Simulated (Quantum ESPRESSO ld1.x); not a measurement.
Values are calculated unless marked as measured or tabulated.
Q: Pb45+, configuration [Kr] 4d1. Code: ld1.x of Quantum ESPRESSO 7.5. Model: Dirac Kohn-Sham, PBE, spin-unpolarised, spherical densities, point nucleus; open shells fill j = l - 1/2 first. Some entries of the table are withheld. Estimate them.

| orbital | occ. | eigenvalue (eV) | r(max) (bohr) | <r^2> (bohr^2) |
|---|---|---|---|---|
| 1s1/2 | 2 | -90194.748 | 0.009835 | 0.0003571 |
| 2s1/2 | 2 | -17935.698 | 0.05734 | 0.005353 |
| 2p1/2 | 2 | -17312.613 | 0.04198 | 0.003769 |
| 2p3/2 | 4 | -15120.663 | 0.04968 | 0.004945 |
| 3s1/2 | 2 | -5910.522 | 0.1605 | 0.03388 |
| 3p1/2 | 2 | (1) | (2) | 0.03071 |
| 3p3/2 | 4 | (3) | (4) | 0.03658 |
| 3d3/2 | 4 | -4693.611 | 0.1276 | 0.02770 |
| 3d5/2 | 6 | -4585.428 | 0.1317 | 0.02927 |
| 4s1/2 | 2 | -2733.801 | 0.3425 | 0.1360 |
| 4p1/2 | 2 | -2614.095 | 0.3374 | (5) |
| 4p3/2 | 4 | -2451.828 | 0.3616 | (6) |
| 4d3/2 | 1 | -2264.328 | 0.3441 | 0.1430 |
| 4d5/2 | 0 | -2229.760 | 0.3508 | 0.1480 |
| 5s1/2 | 0 | -1568.389 | 0.6132 | 0.3950 |
| 5p1/2 | 0 | -1510.918 | (7) | 0.3993 |
| 5p3/2 | 0 | -1440.138 | (8) | 0.4396 |

A: 
(1) 3p1/2 eigenvalue (eV): -5636.440
(2) 3p1/2 r(max) (bohr): 0.1494
(3) 3p3/2 eigenvalue (eV): -5132.562
(4) 3p3/2 r(max) (bohr): 0.1646
(5) 4p1/2 <r^2> (bohr^2): 0.1338
(6) 4p3/2 <r^2> (bohr^2): 0.1518
(7) 5p1/2 r(max) (bohr): 0.6157
(8) 5p3/2 r(max) (bohr): 0.6490
